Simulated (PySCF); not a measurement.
Rows and methods have been separated. Pair them.

[CuF2]- (charge -1 and singlet state).
SMILES: `[F][Cu-][F]`

The closed-shell ground state was solved 3 times with PySCF (density fitting, gas phase), always in the pcSseg-1 (pcSseg-2 on Cu) basis (107 functions), with these functionals: B3LYP, PBE and PBE0. Isolated species at its PBE0-D3(BJ)/def2-SVP geometry, gas phase. The geometry's basis has no diffuse functions, a weakness for an anion. Where the HOMO energy is positive, the finite basis confines the outermost electrons. No diffuse functions stand in pcSseg-1 (pcSseg-2 on Cu), which bears on an anion's orbital energies.

```csv
row,total energy (Eh),HOMO (eV),LUMO (eV)
P,-1840.4148,-0.32,5.64
Q,-1839.9373,1.33,5.00
R,-1839.9170,-0.47,5.98
```

Q: Which functional belongs to which row?

A: P = B3LYP, Q = PBE, R = PBE0. By rising HOMO–LUMO gap: PBE (GGA) 3.67 eV; B3LYP (global hybrid, 20 % exact exchange) 5.96 eV; PBE0 (global hybrid, 25 % exact exchange) 6.45 eV. Total energies of different functionals aren't bounds to one another; each is stationary for its own functional.
